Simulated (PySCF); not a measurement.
Cd(H)(Me), SMILES [CH3][CdH] (CH4Cd) at its PBE0/def2-SVP optimised geometry (Å):

```
6

Cd    -0.4149     0.0877     0.0000
H     -2.0946     0.0887    -0.0001
C      1.7001     0.0877     0.0000
H      2.0946     0.8777    -0.6578
H      2.0928    -0.8777    -0.3554
H      2.0935     0.2617     1.0137
```

Computed with PBE0/def2-TZVP, def2 effective core potentials past Kr in PySCF. The core electrons that the potentials of Cd replace are not part of the density.

Map of the log10 of the electron density (e/bohr³), floored at −4 on the plane z = 1.2 Å:

```
|00000000000000000000000000000|
|00000000000000000000000000000|
|00000000000000000000000000000|
|00000000000000000000000000000|
|00000000000000000000000000000|
|00000000000000000000000000000|
|00000000000000000000000000000|
|00000000001111110000000000000|
|00000001122222222222221100000|
|00000112233333333333333210000|
|00001223344455444445554321000|
|00001234455566555566776532000|
|00012345556667666678887642100|
|00012345566777766678998643100|
|00012345566777766678998643100|
|00012345556677766677887542100|
|00012344555666655566665432000|
|00001233444555554455554321000|
|00000122333444443333333210000|
|00000011222333332222222100000|
|00000000111111111111110000000|
|00000000000000000000000000000|
|00000000000000000000000000000|
|00000000000000000000000000000|
|00000000000000000000000000000|
|00000000000000000000000000000|
|00000000000000000000000000000|
|00000000000000000000000000000|
|00000000000000000000000000000|
```
Scale: ten equal steps from -4.00 (start of '0') to -0.805 (end of '9'), in the order '0123456789'; x runs from -4.50 to 4.50, y from -4.50 (bottom) to 4.50 (top).
